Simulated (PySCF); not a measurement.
Bi2O2Cl2 at several levels of theory

Computed with PySCF 2.14.0 (density fitting, no spin-orbit coupling) at the geometry relaxed with BP86:

```xyz
6
Bi2O2Cl2 (singlet)
Bi    0.0000    0.7106    1.6164
Bi    0.0000    0.7106   -1.6164
O     1.4011    0.6975    0.0000
O    -1.4011    0.6975    0.0000
Cl    0.0000   -1.6918    2.3255
Cl    0.0000   -1.6918   -2.3255
```

```
level                                               basis    state  HOMO (eV)  gap (eV)  charge on Bi1 (e)  dipole about the centre of mass (D)  largest force component (eV/Å)
 BP86     Bi def2-SVP with ECP60, O def2-SVP, Cl def2-SVP  singlet      -6.65      3.22               0.94                                 5.73                            0.01
wB97X                                            the same  singlet     -10.05      9.26               1.10                                 6.81                            1.27
 BP86  Bi def2-TZVP with ECP60, O def2-TZVP, Cl def2-TZVP  singlet      -7.03      3.37               1.03                                 5.97                            0.72
 BP86          Bi x2c-SVPall, O x2c-SVPall, Cl x2c-SVPall  singlet      -6.66      3.21               0.97                                 5.73                            0.52
```

Charges are Mulliken's, which hang on the basis. The relaxation used the grid (50, 194), these runs (75, 302) or, all-electron (x2c bases, spin-free X2C Hamiltonian), (99, 590).

A further run in the first row's basis gives HOMO (eV) -7.62, gap (eV) 4.78, charge on Bi1 (e) 1.03, dipole about the centre of mass (D) 6.09, largest force component (eV/Å) 0.59. Which level was it?
A. B3LYP
B. TPSSh
C. PBE

A. The others give HOMO -7.29 eV (TPSSh); -6.52 eV (PBE).

In the first row's basis the gap widens with exact exchange: 3.2 eV for PBE, BP86 (none); 4.3 to 4.8 eV for TPSSh, B3LYP (a fixed share); 9.3 eV for wB97X (rising or full at long range).
